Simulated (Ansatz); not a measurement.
Start from `BC([SiH3])B[SiH3]` and change one atom or group to get `BC(B)[SiH3]`.

Ansatz, PBE0-D4/def2-TZVP geometries, multiplicity 1. Each molecule was computed in one conformer, which needn't be the lowest.

```json
{"property": "LUMO energy (ωB97M-V/def2-TZVPP) / eV", "`BC([SiH3])B[SiH3]`": "0.32"}
{"property": "size of the dipole moment (B3LYP/def2-TZVPP) / D", "`BC([SiH3])B[SiH3]`": "1.57"}
{"property": "size of the dipole moment (ωB97M-V/def2-TZVPP) / D", "`BC([SiH3])B[SiH3]`": "1.56"}
{"property": "HOMO–LUMO gap (PBE0/def2-TZVPP) / eV", "`BC([SiH3])B[SiH3]`": "6.44"}
{"property": "HOMO energy (ωB97M-V/def2-TZVPP) / eV", "`BC([SiH3])B[SiH3]`": "-10.23"}
{"property": "HOMO–LUMO gap (ωB97M-V/def2-TZVPP) / eV", "`BC([SiH3])B[SiH3]`": "10.56"}
```

Question: What does the change do to each property? (An estimate is asked.)

Answer: The calculation gave: 
```
                                          property  `BC(B)[SiH3]`  shift
             LUMO energy (ωB97M-V/def2-TZVPP) / eV           0.56   0.24
  size of the dipole moment (B3LYP/def2-TZVPP) / D           0.96  -0.61
size of the dipole moment (ωB97M-V/def2-TZVPP) / D           0.94  -0.62
              HOMO–LUMO gap (PBE0/def2-TZVPP) / eV           7.57   1.13
             HOMO energy (ωB97M-V/def2-TZVPP) / eV         -11.10  -0.87
           HOMO–LUMO gap (ωB97M-V/def2-TZVPP) / eV          11.65   1.09
```

With PBE0 the HOMO falls by 0.75 eV and the LUMO rises by 0.38 eV, so the gap widens by about 1.13 eV. PBE moves the HOMO by -0.63 eV and ωB97M-V by -0.87 eV. Dipoles are sizes alone; their direction can turn.

B3LYP here is the variant with VWN-RPA as its local correlation; programs differ in this.
